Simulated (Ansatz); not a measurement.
Ansatz (a quantum-chemistry and plane-wave program) input:

Ansatz 0.2 input:
```yaml
crystal:
  periodic: [false, false, false]
  atoms:
    - {symbol: C, position_ang: [2.81044064, -0.04028169, -0.58846443]}
    - {symbol: C, position_ang: [1.38271551, -0.21401153, -0.19913086]}
    - {symbol: C, position_ang: [0.61583252, 0.77702727, 0.38009581]}
    - {symbol: C, position_ang: [-0.71027985, 0.68571787, 0.77044993]}
    - {symbol: C, position_ang: [-1.58030579, -0.51812245, 0.60813710]}
    - {symbol: C, position_ang: [-2.41089395, -0.47552178, -0.68545795]}
    - {symbol: H, position_ang: [3.45878877, -0.75273607, -0.06588263]}
    - {symbol: H, position_ang: [2.96013795, -0.22028863, -1.65896877]}
    - {symbol: H, position_ang: [3.16733743, 0.96604494, -0.36346811]}
    - {symbol: H, position_ang: [0.93900328, -1.18510626, -0.38983785]}
    - {symbol: H, position_ang: [1.10432379, 1.73480016, 0.54447088]}
    - {symbol: H, position_ang: [-1.17707403, 1.57447206, 1.18025777]}
    - {symbol: H, position_ang: [-2.26118989, -0.58977626, 1.46151954]}
    - {symbol: H, position_ang: [-0.97790509, -1.42931804, 0.61664843]}
    - {symbol: H, position_ang: [-3.04837966, 0.41028917, -0.71095505]}
    - {symbol: H, position_ang: [-1.75871954, -0.44094769, -1.55944916]}
    - {symbol: H, position_ang: [-3.05137756, -1.35627961, -0.76811278]}
basis:
  gaussian:
    orbitals: def2-TZVP
hamiltonian:
  xc: b3lyp
  dispersion: d3bj
magnetization: {spin_polarized: true, initial_magnetization: 1}
phonons: {temperatures: {t_min: 298.15, t_max: 298.15, t_step: 100}}
```

**Question.** What final total energy does it print?

**Answer.** -235.32537 Eh (B3LYP-D3(BJ)/def2-TZVP). The basis has 252 functions.

It need not be the lowest isomer of its formula.
